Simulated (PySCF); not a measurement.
Substituent effects on chemical shifts

Parent skeleton `[SiH3:1][N:2]1[CH2:3][CH2:4][CH2:5][CH2:6]1`; one hydrogen on atom 4 is replaced by X. Hydrogens on one atom are averaged.

Calculated, not measured (PySCF 2.14): PBE0-D3(BJ)/def2-SVP geometry, shielding tensors at PBE0/pcSseg-1 (GIAO). Non-relativistic, in vacuum, averaged over atoms made equivalent by symmetry, fast rotation or ring inversion, a single conformation.

Referencing at the same level of theory: ²⁹Si and ¹³C and ¹H against TMS; ¹⁵N vs NH3.

Parent (X = H): Si1 -55.5, N2 22.5, C3 51.6, C4 30.6, C5 30.6, C6 51.6, H(Si1) 4.66, H(C3) 2.95, H(C4) 1.65 ppm. Effects are Δδ = δ(X) − δ(H), positive for deshielding.

Problem. Give Δδ (ppm) for X = NHSiH3, NHCH3, CH2NH2, CH=NH.

Solution. 
```tsv
X	SMILES	Si1	N2	C3	C4	C5	C6	H(Si1)	H(C3)	H(C4)
NHSiH3	[SiH3]N[C@H]1CCN([SiH3])C1	+2.8	+2.1	+9.0	+26.5	+8.7	-4.8	+0.01	-0.17	+1.21
NHCH3	CN[C@H]1CCN([SiH3])C1	+1.3	+9.4	+6.8	+33.0	+3.6	-2.1	-0.08	-0.31	+1.23
CH2NH2	NC[C@@H]1CCN([SiH3])C1	+0.9	+11.6	+2.9	+13.5	+4.1	+0.9	-0.05	-0.19	+0.51
CH=NH	[H]/N=C\[C@@H]1CCN([SiH3])C1	+1.1	+14.1	+1.3	+23.5	+3.1	+0.2	-0.03	-0.01	+0.50
```

Problem. Which position responds most, and to which substituents?

Solution. C4: from +13.5 ppm with CH2NH2 to +33.0 ppm with NHCH3.

Experimental scales use liquid or dissolved standards, which lie at an offset from isolated NH3 (liquid NH3: subtract about 20 ppm).
